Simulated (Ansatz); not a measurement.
System: CH6NSi, net charge 0, doublet state. It need not be the lowest isomer of its formula. 
Structure (B3LYP-D3(BJ)/def2-TZVP (Ansatz, a quantum-chemistry and plane-wave program) minimum search):
```
Si
N 1 1.7564
H 2 1.0231 1 113.09
H 1 1.4898 2 108.81 3 58.66
H 1 1.4898 4 107.91 2 117.90
C 1 1.8632 4 110.76 5 121.39
H 6 1.0916 1 110.64 4 60.31
H 6 1.0916 7 108.03 1 -121.24
H 6 1.0921 7 108.22 8 -116.96
```
Charge 0, spin multiplicity 2.

Dipole moments at this geometry, in debye (magnitudes).

```json
[
 {"level": "SVWN5/def2-TZVPD", "program": "Ansatz", "dipole (D)": "1.20"},
 {"level": "PBE/def2-TZVPD", "program": "Ansatz", "dipole (D)": "1.02"},
 {"level": "revPBE/def2-TZVPD", "program": "Ansatz", "dipole (D)": "0.98"},
 {"level": "r2SCAN/def2-TZVPD", "program": "Ansatz", "dipole (D)": "0.95"},
 {"level": "B97M-V/def2-TZVPD", "program": "Ansatz", "dipole (D)": "0.81"},
 {"level": "BHLYP/def2-TZVPD", "program": "Ansatz", "dipole (D)": "0.99"},
 {"level": "r2SCANh/def2-TZVPD", "program": "Ansatz", "dipole (D)": "0.94"},
 {"level": "r2SCAN0/def2-TZVPD", "program": "Ansatz", "dipole (D)": "…"},
 {"level": "wB97X-V/def2-TZVPD", "program": "Ansatz", "dipole (D)": "0.98"},
 {"level": "CCSD(T)/aug-cc-pV(D+d)Z", "program": "Ansatz", "dipole (D)": "…"}
]
```

**Question.** What belongs in the gaps?

**Answer.** 
- r2SCAN0/def2-TZVPD, dipole (D): 0.94
- CCSD(T)/aug-cc-pV(D+d)Z, dipole (D): 0.94
